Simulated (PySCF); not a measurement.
**Stretching KBi**

Set-up: basis K def2-SVPD, Bi def2-SVPD with ECP60; scalar-relativistic core potentials; PySCF 2.14. Energies in eV from K + Bi in their ground configurations at the same level. State: ³Σ⁻ (triplet), unpaired electrons π ↑↑.

Curves on a restricted Hartree–Fock reference rise too fast on stretching and do not dissociate correctly.

| R (Å) | ROHF-MP2 | M06 | r²SCANh |
| --- | --- | --- | --- |
| 2.933 | -0.2358 | -1.221 | -0.658 |
| 3.070 | -0.4770 | -1.438 | -0.879 |
| 3.206 | -0.6141 | -1.555 | -0.999 |
| 3.309 | -0.6672 | -1.596 | -1.043 |
| 3.411 | -0.6886 | -1.607 | -1.058 |
| 3.513 | -0.6856 | -1.596 | -1.050 |
| 3.650 | -0.6534 | -1.556 | -1.016 |
| 3.820 | -0.5812 | -1.480 | -0.949 |
| 4.025 | -0.4648 | -1.365 | -0.849 |
| 4.298 | -0.2834 | -1.193 | -0.707 |

Q: Put a parabola through the three lowest points of the ROHF-MP2 curve and estimate Re, k and ωe (reduced mass 32.84 u; 1 eV/Å² = 0.16022 mdyn/Å; ωe = 1302.8·√(k/μ) cm⁻¹).

A: Through R = 3.309, 3.411, 3.513 Å the second-order coefficient is 1.17 eV/Å², so Re ≈ 3.449 Å, k ≈ 0.376 mdyn/Å and ωe ≈ 139 cm⁻¹. A polynomial fit of higher order to the unrounded ROHF-MP2 energies gives Re = 3.447 Å, k = 0.337 mdyn/Å, ωe = 132 cm⁻¹; anharmonicity and rounding make the difference.

The higher-order fit for each curve: ROHF-MP2: Re = 3.447 Å, ωe = 132 cm⁻¹, De = 0.69 eV; M06: Re = 3.406 Å, ωe = 133 cm⁻¹, De = 1.61 eV; r²SCANh: Re = 3.423 Å, ωe = 129 cm⁻¹, De = 1.06 eV.

Correlated steps freeze 9 core orbitals. Correlated levels converge slowly with the basis: in double zeta they bind strong bonds too weakly, by up to about 1 eV, and carry superposition errors of some tenths. ⟨S²⟩ of the unrestricted solution departs from its pure value on part of the curve, where spin states mix. Spin–orbit coupling is left out, which matters for elements this heavy, above all for dissociation energies. The state was picked by a PBE0 search and need not be the measured ground state.
